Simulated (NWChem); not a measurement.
Program: NWChem. System: C2H5ClOSi, charge 0, spin multiplicity 1, displaced from the optimised geometry. The structure started from a generated list of species. Level: BP86/def2-SVP.

Job file:

```
start mol
memory heap 200 mb stack 800 mb global 1000 mb
geometry units angstroms nocenter noautoz noautosym
  C      2.263386     1.293529    -0.294695
  C      1.585167     0.103947    -0.428217
  Si    -0.319267     0.038504    -0.504664
  O     -1.006370     1.543345    -0.080451
  Cl    -0.950358    -1.506263     0.826887
  H      1.715101     2.275416    -0.229842
  H      3.387254     1.344944    -0.246596
  H      2.172374    -0.857061    -0.492335
  H     -0.880713    -0.280033    -1.884567
  H     -0.808530     1.852539     0.842635
end
basis spherical
  * library def2-svp
end
dft
  xc becke88 perdew86
  semidirect memsize 60000000 filesize 0
  iterations 100
  tolerances tight
end
task dft gradient
```

Part of the output:

```
             Northwest Computational Chemistry Package (NWChem) 7.3.0
             --------------------------------------------------------

                                NWChem Input Module
                                -------------------

 Scaling coordinates for geometry "geometry" by  1.889725989
 (inverse scale =  0.529177249)

                             Geometry "geometry" -> ""
                             -------------------------

 Output coordinates in angstroms (scale by  1.889725989 to convert to a.u.)

  No.       Tag          Charge          X              Y              Z
 ---- ---------------- ---------- -------------- -------------- --------------
    1 C                    6.0000     2.26338600     1.29352900    -0.29469500
    2 C                    6.0000     1.58516700     0.10394700    -0.42821700
    3 Si                  14.0000    -0.31926700     0.03850400    -0.50466400
    4 O                    8.0000    -1.00637000     1.54334500    -0.08045100
    5 Cl                  17.0000    -0.95035800    -1.50626300     0.82688700
    6 H                    1.0000     1.71510100     2.27541600    -0.22984200
    7 H                    1.0000     3.38725400     1.34494400    -0.24659600
    8 H                    1.0000     2.17237400    -0.85706100    -0.49233500
    9 H                    1.0000    -0.88071300    -0.28003300    -1.88456700
   10 H                    1.0000    -0.80853000     1.85253900     0.84263500

 Effective nuclear repulsion energy (a.u.)     268.8095406007

            Nuclear Dipole moment (a.u.)
            ----------------------------
        X                 Y               Z
 ---------------- ---------------- ----------------
     0.0000377945     0.0000113384    -0.0000037795


 Summary of "ao basis" -> "" (spherical)
 ------------------------------------------------------------------------------
       Tag                 Description            Shells   Functions and Types
 ---------------- ------------------------------  ------  ---------------------
 *                          def2-svp                  on all atoms

  perdew86 is a nonlocal functional; adding perdew81 local functional.

                                 NWChem DFT Module
                                 -----------------

 Summary of "ao basis" -> "ao basis" (spherical)
 ------------------------------------------------------------------------------
       Tag                 Description            Shells   Functions and Types
 ---------------- ------------------------------  ------  ---------------------
 C                          def2-svp                 6       14   3s2p1d
 Si                         def2-svp                 8       18   4s3p1d
 O                          def2-svp                 6       14   3s2p1d
 Cl                         def2-svp                 8       18   4s3p1d
 H                          def2-svp                 3        5   2s1p

 Summary of "ao basis" -> "ao basis" (spherical)
 ------------------------------------------------------------------------------
       Tag                 Description            Shells   Functions and Types
 ---------------- ------------------------------  ------  ---------------------
 C                          def2-svp                 6       14   3s2p1d
 Si                         def2-svp                 8       18   4s3p1d
 O                          def2-svp                 6       14   3s2p1d
 Cl                         def2-svp                 8       18   4s3p1d
 H                          def2-svp                 3        5   2s1p

            General Information
            -------------------
          SCF calculation type: DFT
          Wavefunction type:  closed shell.
          No. of atoms     :    10
          No. of electrons :    56
           Alpha electrons :    28
            Beta electrons :    28
          Charge           :     0
          Spin multiplicity:     1
          Use of symmetry is: off; symmetry adaption is: off
          Maximum number of iterations: 100
          AO basis - number of functions:   103
                     number of shells:    49
          Convergence on energy requested:  1.00D-06
          Convergence on density requested:  1.00D-05
          Convergence on gradient requested:  5.00D-04

              XC Information
              --------------
                    Becke 1988 Exchange Functional  1.000
                Perdew 1981 Correlation Functional  1.000 local
                Perdew 1986 Correlation Functional  1.000 non-local

             Grid Information
             ----------------
          Grid used for XC integration:  medium
          Radial quadrature: Mura-Knowles
          Angular quadrature: Lebedev.
          Tag              B.-S. Rad. Rad. Pts. Rad. Cut. Ang. Pts.
          ---              ---------- --------- --------- ---------
          C                   0.70       49          11.0       434
          Si                  1.10       88          11.0       590
          O                   0.60       49          11.0       434
          Cl                  1.00       88          13.0       590
          H                   0.35       45          12.0       434
          Grid pruning is: on
          Number of quadrature shells:   548
          Spatial weights used:  Erf1

          Convergence Information
          -----------------------
          Convergence aids based upon iterative change in
          total energy or number of iterations.
          Levelshifting, if invoked, occurs when the
          HOMO/LUMO gap drops below (HL_TOL):  1.00D-02
[...]
 d= 0,ls=0.0,diis     4   -903.9150094048 -7.63D-03  1.72D-03  3.97D-02     5.3
 d= 0,ls=0.0,diis     5   -903.9199613040 -4.95D-03  6.13D-04  5.43D-03     6.0
 d= 0,ls=0.0,diis     6   -903.9206129716 -6.52D-04  2.37D-04  8.85D-04     6.8
 d= 0,ls=0.0,diis     7   -903.9207423675 -1.29D-04  3.54D-05  9.55D-06     7.6
 d= 0,ls=0.0,diis     8   -903.9207435094 -1.14D-06  1.12D-05  1.42D-06     8.3
 d= 0,ls=0.0,diis     9   -903.9207437551 -2.46D-07  2.32D-06  7.38D-08     9.0

         Total DFT energy =     -903.920743755089
      One electron energy =    -1780.535489451384
           Coulomb energy =      678.227056880196
    Exchange-Corr. energy =      -70.421851784646
 Nuclear repulsion energy =      268.809540600745

 Numeric. integr. density =       56.000014552639

     Total iterative time =      8.5s

                       DFT Final Molecular Orbital Analysis
                       ------------------------------------

 Vector   26  Occ=2.000000D+00  E=-2.736699D-01
              MO Center= -7.8D-01, -4.1D-01,  4.4D-01, r^2= 3.7D+00
   Bfn.  Coefficient  Atom+Function         Bfn.  Coefficient  Atom+Function
  ----- ------------  ---------------      ----- ------------  ---------------
    72      0.386414   5 Cl py               71     -0.333134   5 Cl px
    69      0.282540   5 Cl py               51      0.249766   4 O  py
    68     -0.246221   5 Cl px               50      0.217707   4 O  px
    54      0.179322   4 O  py               53      0.164691   4 O  px
    66      0.164766   5 Cl py               52     -0.152962   4 O  pz

 Vector   27  Occ=2.000000D+00  E=-2.653680D-01
              MO Center= -5.6D-02, -3.1D-01, -9.8D-02, r^2= 4.7D+00
   Bfn.  Coefficient  Atom+Function         Bfn.  Coefficient  Atom+Function
  ----- ------------  ---------------      ----- ------------  ---------------
    71      0.298109   5 Cl px               73      0.255493   5 Cl pz
    18      0.239483   2 C  px               68      0.219519   5 Cl px
    94      0.209432   9 H  s                50      0.198500   4 O  px
    70      0.191659   5 Cl pz               95      0.189527   9 H  s
    17     -0.176487   2 C  s                53      0.140534   4 O  px

 Vector   28  Occ=2.000000D+00  E=-2.600155D-01
              MO Center=  1.4D+00,  3.6D-01, -1.6D-01, r^2= 3.6D+00
   Bfn.  Coefficient  Atom+Function         Bfn.  Coefficient  Atom+Function
  ----- ------------  ---------------      ----- ------------  ---------------
     6      0.372979   1 C  pz               20      0.359669   2 C  pz
    71     -0.264804   5 Cl px                9      0.251332   1 C  pz
    23      0.234352   2 C  pz               68     -0.196391   5 Cl px
    65     -0.114106   5 Cl px               18     -0.090371   2 C  px
    17      0.073790   2 C  s                51      0.064495   4 O  py

 Vector   29  Occ=0.000000D+00  E=-7.313603D-02
              MO Center=  1.6D+00,  6.4D-01, -3.4D-01, r^2= 2.9D+00
   Bfn.  Coefficient  Atom+Function         Bfn.  Coefficient  Atom+Function
  ----- ------------  ---------------      ----- ------------  ---------------
     9      0.539097   1 C  pz               23     -0.464867   2 C  pz
     6      0.445328   1 C  pz               20     -0.365063   2 C  pz
    41     -0.246725   3 Si pz               95     -0.175475   9 H  s
    72      0.145979   5 Cl py               38     -0.118446   3 Si pz
    45      0.097332   3 Si d  1             39      0.095234   3 Si px

 Vector   30  Occ=0.000000D+00  E=-7.928250D-03
              MO Center= -1.4D-01,  8.1D-01, -2.9D-02, r^2= 4.8D+00
   Bfn.  Coefficient  Atom+Function         Bfn.  Coefficient  Atom+Function
  ----- ------------  ---------------      ----- ------------  ---------------
    49     -0.712517   4 O  s                40      0.669149   3 Si py
   100      0.562741  10 H  s                 3     -0.558510   1 C  s
    85      0.290972   7 H  s                80      0.262646   6 H  s
    37      0.236505   3 Si py               90      0.228161   8 H  s
    48     -0.200325   4 O  s                39     -0.198762   3 Si px

 Vector   31  Occ=0.000000D+00  E= 5.837833D-03
              MO Center= -4.2D-01, -2.4D-01, -2.8D-01, r^2= 4.3D+00
   Bfn.  Coefficient  Atom+Function         Bfn.  Coefficient  Atom+Function
  ----- ------------  ---------------      ----- ------------  ---------------
    31      0.686018   3 Si s                95     -0.608599   9 H  s
    32      0.579100   3 Si s                40     -0.547731   3 Si py
    73      0.378905   5 Cl pz               64     -0.376421   5 Cl s
    72     -0.370566   5 Cl py              100      0.304477  10 H  s
    30      0.302312   3 Si s                17     -0.269145   2 C  s

 center of mass
 --------------
 x =  -0.11287984 y =  -0.10097840 z =   0.04914466

 moments of inertia (a.u.)
 ------------------
         670.143252754710        -239.344797154914         139.235625654829
        -239.344797154914         719.795965839544         176.314390594425
         139.235625654829         176.314390594425        1111.668560537746

     Multipole analysis of the density
     ---------------------------------

     L   x y z        total         alpha         beta         nuclear
     -   - - -        -----         -----         ----         -------
     0   0 0 0     -0.000000    -28.000000    -28.000000     56.000000

     1   1 0 0      0.694059      0.347010      0.347010      0.000038
     1   0 1 0      0.469228      0.234608      0.234608      0.000011
     1   0 0 1      0.147623      0.073813      0.073813     -0.000004

     2   2 0 0    -32.284851   -179.091911   -179.091911    325.898971
     2   1 1 0      0.395485    -63.435319    -63.435319    127.266122
     2   1 0 1     -0.619815     35.135070     35.135070    -70.889955
     2   0 2 0    -32.518851   -157.283513   -157.283513    282.048175
     2   0 1 1      2.946390     43.142493     43.142493    -83.338597
     2   0 0 2    -32.881876    -54.794065    -54.794065     76.706255

            General Information
            -------------------
          SCF calculation type: DFT
          Wavefunction type:  closed shell.
          No. of atoms     :    10
          No. of electrons :    56
           Alpha electrons :    28
            Beta electrons :    28
          Charge           :     0
          Spin multiplicity:     1
          Use of symmetry is: off; symmetry adaption is: off
          Maximum number of iterations: 100
          AO basis - number of functions:   103
                     number of shells:    49
          Convergence on energy requested:  1.00D-06
          Convergence on density requested:  1.00D-05
          Convergence on gradient requested:  5.00D-04

              XC Information
              --------------
                    Becke 1988 Exchange Functional  1.000
                Perdew 1981 Correlation Functional  1.000 local
                Perdew 1986 Correlation Functional  1.000 non-local

             Grid Information
             ----------------
          Grid used for XC integration:  medium
          Radial quadrature: Mura-Knowles
          Angular quadrature: Lebedev.
          Tag              B.-S. Rad. Rad. Pts. Rad. Cut. Ang. Pts.
          ---              ---------- --------- --------- ---------
          C                   0.70       49          11.0       434
          Si                  1.10       88          11.0       590
          O                   0.60       49          11.0       434
          Cl                  1.00       88          13.0       590
          H                   0.35       45          12.0       434
          Grid pruning is: on
          Number of quadrature shells:   548
          Spatial weights used:  Erf1

          Convergence Information
          -----------------------
          Convergence aids based upon iterative change in
          total energy or number of iterations.
          Levelshifting, if invoked, occurs when the
          HOMO/LUMO gap drops below (HL_TOL):  1.00D-02
          DIIS, if invoked, will attempt to extrapolate
          using up to (NFOCK): 10 stored Fock matrices.

                    Damping( 0%)  Levelshifting(0.5)       DIIS
                  --------------- ------------------- ---------------
          dE  on:    start            ASAP                start
          dE off:    2 iters        100 iters           100 iters

      Screening Tolerance Information
      -------------------------------
          Density screening/tol_rho:  1.00D-10
          AO Gaussian exp screening on grid/accAOfunc:  14
          CD Gaussian exp screening on grid/accCDfunc:  20
          XC Gaussian exp screening on grid/accXCfunc:  20
          Schwarz screening/accCoul:  1.00D-08

                            NWChem DFT Gradient Module
                            --------------------------

  charge          =   0.00
  wavefunction    = closed shell

                         DFT ENERGY GRADIENTS

    atom               coordinates                        gradient
                 x          y          z           x          y          z
   1 C       4.277179   2.444415  -0.556893    0.007019   0.010947   0.001293
   2 C       2.995531   0.196431  -0.809213   -0.007677  -0.011853  -0.001634
   3 Si     -0.603327   0.072762  -0.953677    0.001151  -0.006250  -0.003299
   4 O      -1.901764   2.916499  -0.152030   -0.009374   0.009939  -0.009291
   5 Cl     -1.795916  -2.846424   1.562590   -0.003488  -0.008433   0.007293
   6 H       3.241071   4.299913  -0.434338   -0.006196   0.011710   0.000758
   7 H       6.400982   2.541576  -0.465999    0.013095   0.001013   0.000694
   8 H       4.105192  -1.619610  -0.930378    0.006632  -0.011016  -0.000802
   9 H      -1.664306  -0.529186  -3.561315   -0.003641  -0.002285  -0.009668
  10 H      -1.527900   3.500791   1.592349    0.002480   0.006228   0.014657

                 ----------------------------------------
                 |  Time  |  1-e(secs)   |  2-e(secs)   |
                 ----------------------------------------
                 |  CPU   |       0.02   |       6.46   |
                 ----------------------------------------
                 |  WALL  |       0.02   |       6.46   |
                 ----------------------------------------

 Task  times  cpu:       16.7s     wall:       16.7s

 Total times  cpu:       16.8s     wall:       16.8s
```
